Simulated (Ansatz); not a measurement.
Consider the ligand exchange at a Ga–O bond: `B[O][GaH2]` + HBr → `[GaH2][Br]` + `BO`.

Computed with Ansatz on PBE0-D4/def2-TZVP structures; ΔE is electronic, products minus reactants. CCSD(T)/CBS is the MP2 limit (def2-TZVPP, def2-QZVPP) plus CCSD(T) − MP2 in def2-TZVPP, frozen cores. This one scheme is used for every species. DFT in def2-TZVPP. For Br, Ga outer-core shells are correlated without core-valence functions, which leaves a few kJ/mol of doubt a bond. Scalar relativity is left out up to krypton.

`B[O][GaH2]`:

Cartesian coordinates in Å:
```
B 1.125 0.045 0.976
O 0.211 -0.408 0.121
Ga -1.145 -0.085 -0.999
H 1.210 1.225 1.222
H 1.869 -0.743 1.502
H -2.553 -0.173 -0.345
H -0.716 0.138 -2.477
```

HBr:

Cartesian coordinates in Å:
```
Br 0.369 0.150 0.588
H -0.369 -0.150 -0.588
```

`[GaH2][Br]`:

Z-matrix (Å, degrees):
```
Ga
Br 1 2.294
H 1 1.557 2 115.4
H 1 1.557 2 115.4 3 -180.0
```

`BO`:

Cartesian coordinates in Å:
```
B 0.220 0.214 -0.288
O -0.770 0.001 0.601
H 0.217 1.267 -0.856
H 1.056 -0.625 -0.487
H -0.723 -0.858 1.029
```

CCSD(T)/CBS gives -19.1 kcal/mol.

Problem. Another level gave -19.6 kcal/mol. Which?
A. PBE0/def2-TZVPP
B. LDA (SPW92)/def2-TZVPP
C. BHLYP/def2-TZVPP
D. RPA@PBE/def2-TZVPP

Solution. C. BHLYP -19.6, LDA (SPW92) -18.5, PBE0 -20.7, RPA@PBE/def2-TZVPP -16.9 kcal/mol.

Largest T1 diagnostic among the species: 0.016.

From BLYP to BHLYP (50 % exact exchange), in def2-TZVPP and without D4, ΔE moves by −1.9 kcal/mol. Leaving LDA and LC-ωPBE aside and taking each functional with its dispersion term where it has one, the values, not all of them listed here, spread over 3.5 kcal/mol, from HSE06-D4 to BLYP-D4. LDA lies +1.2 kcal/mol from PBE without D4. At CCSD(T), def2-SVP lies +2.0 kcal/mol from the extrapolated value and def2-TZVPP +1.2 kcal/mol.
